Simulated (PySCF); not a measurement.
**Simulated absorption spectrum**

Species: C₄H₆F₃P.
SMILES: `CCPC(F)=C(F)F`

Method: TDDFT CAM-B3LYP/def2-SVPD, vertical, gas phase, core orbitals frozen in the response (PySCF 2.14.0, density-fitted response routines). One conformer (not necessarily the lowest) at the GFN2-xTB geometry, without solvent, vibrations or thermal averaging. Torsions of this conformer, `[CH3:1][CH2:2][PH:3][C:4]([F:5])=[C:6]([F:7])[F:8]`: C1–C2–P3–C4 52°, C2–P3–C4–F5 -111°.

Computed states:

```json
{"state": "S1", "E (eV)": "5.82", "f": "0.068"}
{"state": "S2", "E (eV)": "6.42", "f": "0.023"}
{"state": "S3", "E (eV)": "6.50", "f": "0.121"}
{"state": "S4", "E (eV)": "6.90", "f": "0.0056"}
{"state": "S5", "E (eV)": "7.23", "f": "0.131"}
{"state": "S6", "E (eV)": "7.47", "f": "0.073"}
{"state": "S7", "E (eV)": "7.68", "f": "0.032"}
{"state": "S8", "E (eV)": "7.90", "f": "0.040"}
```

Broadening: Gaussians 0.4 eV wide at half height, area fixed by f = 4.319×10⁻⁹ ∫ε dν̃. The width is an assumption, not a result. The curve ends short of the highest state used, and states not computed would add to its high-energy end.

Task: What does the envelope look like, and where are its maxima?

Result: 
```csv
E (eV),ε (L mol⁻¹ cm⁻¹)
5.22,9
5.27,23
5.32,58
5.37,132
5.42,278
5.46,472
5.51,846
5.56,1392
5.61,2101
5.66,2907
5.70,3542
5.75,4194
5.80,4555
5.85,4542
5.90,4168
5.95,3542
5.99,2979
6.04,2365
6.09,2019
6.14,2081
6.19,2630
6.24,3666
6.28,4783
6.33,6372
6.38,7906
6.43,9062
6.48,9570
6.52,9419
6.57,8578
6.62,7211
6.67,5627
6.72,4135
6.77,2972
6.81,2370
6.86,2080
6.91,2315
6.96,3059
7.01,4261
7.06,5805
7.10,7160
7.15,8796
7.20,10135
7.25,10990
7.30,11289
```

Maxima: 213 nm (5.82 eV), ε about 4600, made up of S1 (100%); 191 nm (6.49 eV), ε about 9600, made up of S2 (15%) and S3 (85%) (ε in L mol⁻¹ cm⁻¹; maxima over ε = 5, shares over 10%). At its high-energy end, 7.30 eV, the curve is still rising (ε about 11000, from S5 and S6).

Task: Coming from long wavelengths, where does ε first pass 100 L mol⁻¹ cm⁻¹?

Result: At about 232 nm (5.35 eV), 0.47 eV below S1.

Task: What would ε be at 6.49 eV, the highest of these maxima, with half the width (0.2 eV)?

Result: About 18300 L mol⁻¹ cm⁻¹ against 9580, a factor of about 1.9; a lone state at its own centre would give exactly 2.

Task: On this curve, what absorbance would a 10⁻⁵ mol/L sample give at 222 nm over a 1 cm path?

Result: 222 nm is 5.585 eV, where ε is about 1700 L mol⁻¹ cm⁻¹, so A = ε c l ≈ 0.017 (Beer–Lambert, with the gas-phase spectrum and the assumed width).

The run took 49 s of wall time on Arm Neoverse V1, one thread, no GPU, shared host with 32 logical CPUs at a one-minute load of 12, and the process peaked at 1.0 GiB of memory.
